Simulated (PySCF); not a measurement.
## Correlation energy of K (potassium, neutral)

[Ar] 4s1, 2S determinant. All numbers are calculated (PySCF 2.14, scalar relativity by spin-free X2C-1e, in x2c-TZVPPall). Frozen: [Ne]; 9 electrons correlated.

| level | correlation energy (mhartree) |
| --- | --- |
| CCSD | -170.82 |
| (T) | -2.08 |
| CCSD(T) | -172.90 |
| CCSDT | -173.05 |

Diagnostics: T1 = 0.013, D1 = 0.0535, largest double amplitude 0.024.

Cost of the coupled-cluster step: about 0.5 core-seconds, for 9 correlated electrons.

This basis was not built for core-valence correlation, so the inner-shell part is incomplete.
